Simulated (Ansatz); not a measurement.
Li₇Sn₂, relaxed as a doublet with UKS B3LYP-D4/def2-SVP in Ansatz, starting from the GFN2-xTB geometry. Force threshold 0.02 eV/Å.

In the def2 sets Sn takes a core potential; there is no spin–orbit coupling. The structure comes from a short search, and lower isomers may exist.

Start:

```xyz
9

Li    2.4216    0.2686   -0.2613
Li    1.5938   -2.0849    0.4768
Li   -1.0043    2.4479    0.6590
Li   -2.9910    1.0160    0.6103
Li   -1.6184   -1.1053   -2.2683
Li    3.7127   -0.9793    1.4030
Li    0.4947   -0.3625   -1.1876
Sn   -0.1531    2.7999   -1.8261
Sn   -2.4561   -2.0006    2.3942
```

```tsv
step	energy (eV)	largest force component (eV/Å)	SCF passes
1	-13096.4038	1.288	84
2	-13097.4608	0.848	56
3	-13098.2528	0.901	56
4	-13098.8012	0.890	48
5	-13099.2133	0.950	49
6	-13099.6577	1.166	101
7	-13100.0638	1.176	58
8	-13100.4692	1.105	50
9	-13100.8601	0.863	44
10	-13101.1684	0.685	37
11	-13101.4494	0.476	35
12	-13101.7803	0.372	33
13	-13102.0804	0.300	32
14	-13102.2787	0.640	33
15	-13102.4485	0.332	35
16	-13102.6099	0.440	36
17	-13102.7157	0.260	34
18	-13102.7850	0.332	35
19	-13102.8853	0.482	28
20	-13102.9735	0.190	34
21	-13103.0355	0.553	29
22	-13103.0620	0.211	33
23 (rejected)	-13103.0485	0.186	27
24	-13103.0962	0.433	27
25	-13103.1015	0.091	28
26	-13103.1044	0.079	27
27	-13103.1080	0.070	28
28	-13103.1089	0.019	27
```

Force components are those of the run's own axes.

End:

```xyz
9

Li    2.0708    1.8183   -0.9809
Li    0.4370   -2.1494    1.9364
Li    0.4197    0.7924    1.3009
Li   -2.8452    1.2896    0.1639
Li   -2.1576   -0.6695   -2.1146
Li    3.2282   -0.4196    1.2465
Li    0.9783   -0.9530   -0.7525
Sn   -0.5739    1.3432   -1.2834
Sn   -1.5575   -1.0519    0.4837
```

Bonds lost: Li1–Li2, Li1–Li6, Li2–Li6, Li3–Li4, Li5–Li7 (atoms count from 1). Bonds formed: Li1–Li3, Li1–Sn8, Li2–Li3, Li2–Sn9, Li3–Li6, Li3–Li7, Li3–Sn9, Li4–Sn8 (atoms count from 1). Metal–metal contacts that move far: Li1–Li7 2.23 to 2.99 Å.

No frequencies were taken in this run, so the end may be a saddle point.

Hardware: 4 threads of Arm Neoverse N1 on a shared host. Wall time 3.8 min, peak host memory 0.55 GiB.
